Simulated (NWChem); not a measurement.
# HAlF$_{2}$O in NWChem

```xyz
5

Al    -0.0116    -0.0073     0.0000
F      0.9028    -1.3857     0.0000
F     -1.6549    -0.1603     0.0000
O      0.6646     1.5333     0.0000
H      1.6025     1.7424     0.0000
```
Charge 0, spin multiplicity 1.

Program: NWChem. The geometry was optimised at B3LYP/def2-SVP, a minimum by its harmonic frequencies. It is one conformer; others weren't searched.

Symmetry labels belong to the abelian group Cs used in the runs, with the axes of the coordinates shown; states degenerate in a higher group split over its labels.

The Pople sets run with spherical d functions. The structure started from a generated list of species.

Q: List the lowest 4 singlet excitations that CIS/6-31+G* (spherical d) gives, with oscillator strengths.

A: 
```
state  symmetry  energy (eV)  wavelength (nm)      f
-----  --------  -----------  ---------------  -----
1            a"         8.89              139  0.079
2            a'         9.52              130  0.073
3            a"        10.96              113  0.000
4            a"        10.98              113  0.006
```
